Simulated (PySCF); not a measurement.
# MSi for M along the fifth-period p block

PBE with triple-zeta basis sets in PySCF, for the lowest determinant that a PBE0 search found; no spin–orbit coupling. De refers to high-spin ground-configuration atoms. A positive dipole means M(−)Si(+).

| M | basis | state (unpaired electrons) | Re (Å) | ωe (cm⁻¹) | De (eV) | μ (D) |
| --- | --- | --- | --- | --- | --- | --- |
| In | x2c-TZVPPall | quartet (σ ↑, π ↑↑) | 2.627 | 252 | 2.49 | -1.82 |
| Sn | def2-TZVPP | triplet (π ↑↑) | 2.552 | 328 | 2.98 | -1.07 |
| Sb | def2-TZVPP | doublet (π ↑) | 2.407 | 403 | 3.13 | -0.18 |
| Te | def2-TZVPP | singlet (closed shell) | 2.296 | 468 | 4.94 | 0.61 |
| I | def2-TZVPP | doublet (π ↑) | 2.461 | 350 | 3.49 | 0.42 |

(1) By what factor does the harmonic wavenumber vary along the series?

The rows differ in basis set, which adds steps of its own.

The state changes along the series, so neighbouring rows are not always alike in their bonding.

These are scalar-relativistic numbers at best; spin–orbit coupling would shift them, the dissociation energy most. States were picked by a PBE0 search and need not be the measured ground states.

Results:

(1) At PBE it runs from 252 cm⁻¹ (InSi) to 468 cm⁻¹ (SiTe), a factor of 1.86.
